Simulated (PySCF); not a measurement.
ZnO: mean field, correlation and small terms against distance

State: ³Π, triplet, unpaired electrons σ ↑, π ↑. ROHF-based CCSD(T) in PySCF 2.14 with Zn aug-cc-pVDZ-PP with ECP10, O aug-cc-pVDZ and Zn aug-cc-pVTZ-PP with ECP10, O aug-cc-pVTZ (frozen core orbitals: 5; scalar-relativistic core potentials). Correlation energies are extrapolated as n⁻³ (n = 2, 3), Hartree–Fock as (n+1)·exp(−9√n). All energies in eV from Zn + O.

```tsv
R (Å)	HF/CBS	CCSD corr.	(T)	total
1.6388	0.172	-0.859	-0.0919	-0.779
1.7133	-0.181	-0.811	-0.0896	-1.081
1.7877	-0.341	-0.784	-0.0910	-1.217
1.8622	-0.368	-0.776	-0.0955	-1.240
1.9367	-0.303	-0.782	-0.1026	-1.188
2.0298	-0.137	-0.808	-0.1147	-1.059
2.1229	0.086	-0.852	-0.1303	-0.896
```

A fit to the total gives Re = 1.8433 Å, De = 1.242 eV, ωe = 562.1 cm⁻¹, Be = 0.3878 cm⁻¹ (masses 63.9291 and 15.9949 u).

Q: At R = 1.8622 Å the CCSD correlation energy is -0.585981 hartree in the smaller basis and -0.690566 in the larger. Extrapolate it.

A: (3³·E3 − 2³·E2)/(3³ − 2³) = -0.73460 hartree; the larger basis holds 94.0 % of it.

The T1 diagnostic is 0.032. The state was picked by a PBE0 search and need not be the measured ground state. Spin–orbit coupling, excitations beyond (T) and corrections to the Born–Oppenheimer picture are left out.
